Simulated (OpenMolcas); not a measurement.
## Os4+ in a point-charge field

Os4+ among 4 point charges of -1.5 e arranged as a tetrahedron (Td), 2.05 Å from the ion.

```yaml
Program: OpenMolcas 26.06
Method: CASSCF
Basis: ANO-RCC-VDZP [7s6p4d2f1g]
Scalar_Hamiltonian: DKH2, point nucleus
Active_space: 4 electrons in 5 orbitals (5d)
State_averaging: 2S+1 = 5 even, 5 roots; 2S+1 = 3 even, 45 roots; 2S+1 = 1 even, 50 roots
Spin-orbit_coupling: RASSI with atomic mean-field integrals over the reference wave functions
```

The lowest spin-free states (labels of Td), above the lowest:

```csv
State,Degeneracy,E (cm-1),Free-ion L (%)
5T2,3,0.0,D (100)
5E,2,2910,D (100)
3T1,3,15982,H (71)
3T2,3,17235,H (85)
3T1,3,18400,H (69)
3E,2,19563,H (91)
3T2,3,20526,G (65)
3T1,3,20665,P (65)
1A1,1,22126,I (53)
3T1,3,22280,F (40)
3T2,3,22608,F (63)
3A2,1,22617,F (100)
3E,2,23301,G (90)
1T1,3,24169,I (71)
3A1,1,24896,G (100)
3T1,3,25417,G (58)
1T2,3,26076,I (97)
1E,2,27491,G (59)
1A1,1,28132,I (45)
3T2,3,28317,D (96)
```

The lowest levels with spin-orbit coupling:

```json
{"E (cm-1)": "0.0", "Degeneracy": "1", "Label": "A1", "2S+1": "5 (67 %)"}
{"E (cm-1)": "4416", "Degeneracy": "3", "Label": "T1", "2S+1": "5 (86 %)"}
{"E (cm-1)": "8054", "Degeneracy": "3", "Label": "T2", "2S+1": "5"}
{"E (cm-1)": "8934", "Degeneracy": "2", "Label": "E", "2S+1": "5"}
{"E (cm-1)": "11172", "Degeneracy": "3", "Label": "T1", "2S+1": "5 (89 %)"}
{"E (cm-1)": "12074", "Degeneracy": "3", "Label": "T2", "2S+1": "5 (87 %)"}
{"E (cm-1)": "13455", "Degeneracy": "1", "Label": "A2", "2S+1": "5 (85 %)"}
{"E (cm-1)": "14461", "Degeneracy": "3", "Label": "T2", "2S+1": "5 (75 %)"}
{"E (cm-1)": "14582", "Degeneracy": "2", "Label": "E", "2S+1": "5 (70 %)"}
{"E (cm-1)": "14669", "Degeneracy": "1", "Label": "A1", "2S+1": "5 (65 %)"}
{"E (cm-1)": "14705", "Degeneracy": "3", "Label": "T1", "2S+1": "5 (69 %)"}
{"E (cm-1)": "19709", "Degeneracy": "1", "Label": "A1", "2S+1": "3 (54 %)"}
{"E (cm-1)": "22421", "Degeneracy": "2", "Label": "E", "2S+1": "3 (75 %)"}
{"E (cm-1)": "22481", "Degeneracy": "3", "Label": "T1", "2S+1": "3 (72 %)"}
{"E (cm-1)": "23342", "Degeneracy": "3", "Label": "T2", "2S+1": "3 (79 %)"}
{"E (cm-1)": "24061", "Degeneracy": "1", "Label": "A1", "2S+1": "3 (66 %)"}
{"E (cm-1)": "25452", "Degeneracy": "1", "Label": "A2", "2S+1": "3 (88 %)"}
{"E (cm-1)": "26551", "Degeneracy": "3", "Label": "T2", "2S+1": "3"}
{"E (cm-1)": "26861", "Degeneracy": "3", "Label": "T1", "2S+1": "3 (89 %)"}
{"E (cm-1)": "27538", "Degeneracy": "3", "Label": "T1", "2S+1": "3"}
```

Powder χT (cm3 K/mol): 0 at 2 K, 0.00197 at 10 K, 0.00986 at 50 K, 0.0197 at 100 K, 0.0395 at 200 K, 0.0592 at 300 K. The effective moment at 300 K is 2.828 √(χT) = 0.69 μB.

A least-squares ligand-field fit to the states below 45000 cm-1, each weighted by its degeneracy and with a free common offset, gives 10Dq = -3027 cm-1 (negative for this site), B = 850 cm-1 and C = 3526 cm-1 (C/B = 4.15), with an rms deviation of 45 cm-1.

Spin-orbit coupling mixes the spin-free states strongly: the lowest level takes only 47 % from its leading state, 5T2. Without dynamic correlation the repulsion within the d shell is too large (B by tens of per cent), so at a given field states of lower spin stand too high. Point charges give a weaker field than real ligands, and real ions of this kind are as a rule low spin; the high spin found here belongs to the model. The ground term spreads over less than 5000 cm-1, several times less than with real ligands, so orbital moments are less quenched and χT lies further from the spin-only value than at real sites. Point charges carry no covalency, so the field is a model and not that of real ligands. No measured value stands beside these numbers.
